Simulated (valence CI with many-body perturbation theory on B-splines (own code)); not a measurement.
## Au14+: one-electron terms

Calculated by valence CI with perturbative core correlation (CI+MBPT): five valence electrons over a frozen Dirac-Fock core [Kr] 4d10 4f14, a basis of 9 s, 9 p, 8 d, 6 f, 3 g, 1 h functions for each j, with the one-electron correlation potential Σ1 (screened to all orders), the two-electron term Σ2, the three-electron term Σ3, Breit, model QED; selected single and double excitations, second order for the rest (own B-spline code, finite nucleus).

No measured spectrum was set against this ion. As an estimate, levels hold to about 250 cm⁻¹ or 0.2 % of their energy and the worst to 1 %, as in measured heavy ions of charge 2 to 7. Only levels of the ground parity were solved; by the run's estimate the other parity begins above the list, which can be wrong where configurations are misplaced.

These are the spectroscopic orbitals of the CI (the correlating ones are not listed), shaped by the core and the other valence electrons. h is the expectation value of the core's Dirac-Fock operator, without the valence repulsion; Σ1 is computed up to l = 3 at one energy for each symmetry, that of its lowest orbital but kept below the first core excitation, so for empty shells it is not the orbital's own correlation shift; Breit and QED include the response of the core.

```csv
Orbital,h (hartree),Σ1 (cm⁻¹),Breit (cm⁻¹),QED (cm⁻¹),⟨r⟩ (bohr)
5s1/2,-17.427,-22843,2741,2417,0.8770
6s1/2,-9.8853,-6277,1030,898,1.581
7s1/2,-6.4012,-2717,495,436,2.487
8s1/2,-4.492,-1465,282,248,3.587
5p1/2,-15.862,-20287,4067,129,0.9204
6p1/2,-9.1587,-5623,1519,45.7,1.673
7p1/2,-6.0122,-2543,760,22.9,2.614
8p1/2,-4.2588,-1403,442,13.3,3.752
5p3/2,-14.977,-16714,2140,291,0.9805
6p3/2,-8.7783,-4887,831,111,1.750
7p3/2,-5.8104,-2258,470,57.0,2.710
8p3/2,-4.1384,-1260,276,33.4,3.865
5d3/2,-12.511,-11845,1196,-83.1,1.094
6d3/2,-7.6066,-3852,500,-35.3,1.951
7d3/2,-5.1646,-1920,273,-19.4,2.983
5d5/2,-12.35,-11225,713,-14.1,1.112
6d5/2,-7.5329,-3713,300,-6.6,1.972
7d5/2,-5.1238,-1860,168,-3.7,3.009
5f5/2,-9.4332,-5740,116,-43.0,1.366
6f5/2,-6.1351,-2611,66.1,-22.8,2.328
5f7/2,-9.3985,-5623,-34.7,-25.9,1.373
6f7/2,-6.1175,-2569,-16.9,-13.9,2.336
5g7/2,-7.1314,,5.6,0.9,1.713
5g9/2,-7.1324,,-4.1,2.3,1.713
```

Among the shells of the start configuration 5s2 5p3, Σ1 is largest in size for 5s1/2, where it is 0.60 % of h.

Lowest root of each symmetry, sizes in configuration state functions:

```json
{"J": "1/2", "Parity": "odd", "Roots": "1", "Reference": "35", "Variational": "11560", "Second order": "368608", "Change by selected CI (cm⁻¹)": "-9904", "Change by second order (cm⁻¹)": "-38"}
{"J": "3/2", "Parity": "odd", "Roots": "2", "Reference": "55", "Variational": "19171", "Second order": "625874", "Change by selected CI (cm⁻¹)": "-8967", "Change by second order (cm⁻¹)": "-39"}
{"J": "5/2", "Parity": "odd", "Roots": "1", "Reference": "49", "Variational": "17327", "Second order": "703492", "Change by selected CI (cm⁻¹)": "-9347", "Change by second order (cm⁻¹)": "-57"}
```
